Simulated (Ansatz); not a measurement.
C$_{3}$H$_{9}$NSi, SMILES `CC([SiH3])C=N`. Charge 0, multiplicity 1. The geometry is a stationary point of PBE0-D4/def2-TZVP. It is one conformer, not always the lowest.

```xyz
14

C    -1.601    0.038   -0.112
C    -0.107    0.361   -0.085
Si    0.877   -0.925   -1.072
C     0.436    0.406    1.307
N     1.271    1.215    1.803
H    -1.805   -0.924    0.367
H    -1.979   -0.017   -1.135
H    -2.179    0.799    0.419
H     0.082    1.328   -0.569
H     0.765   -2.252   -0.409
H     0.312   -1.023   -2.445
H     2.307   -0.530   -1.149
H     0.066   -0.388    1.968
H     1.555    1.913    1.112
```

**Question.** What is the dipole moment at PBE/def2-TZVPP? (An estimate is asked.)

**Answer.** Ansatz gave: 2.47 D, with components (-1.51, -0.09, -1.96) D in this frame, pointing from negative to positive charge.

**Question.** And with r2SCAN, B3LYP, ωB97M-V? (Best estimate.)

**Answer.** The calculation gave: r2SCAN 2.55 D, B3LYP 2.55 D, ωB97M-V 2.55 D.

**Question.** Give the Mulliken charges with PBE, ωB97M-V, r2SCAN in def2-TZVPP. (Estimate.)

**Answer.** Computed: 
| atom | PBE | ωB97M-V | r2SCAN |
| --- | --- | --- | --- |
| C1 | -0.28 | -0.33 | -0.17 |
| C2 | 0.01 | -0.17 | 0.01 |
| Si3 | 0.19 | 0.19 | 0.28 |
| C4 | -0.11 | -0.04 | -0.02 |
| N5 | -0.21 | -0.23 | -0.30 |
| H6 | 0.09 | 0.12 | 0.06 |
| H7 | 0.09 | 0.12 | 0.06 |
| H8 | 0.09 | 0.12 | 0.06 |
| H9 | 0.05 | 0.09 | 0.02 |
| H10 | -0.05 | -0.02 | -0.06 |
| H11 | -0.05 | -0.03 | -0.07 |
| H12 | -0.05 | -0.02 | -0.06 |
| H13 | 0.08 | 0.11 | 0.07 |
| H14 | 0.14 | 0.11 | 0.14 |

B3LYP here is the variant with VWN-RPA as its local correlation; programs differ in this.
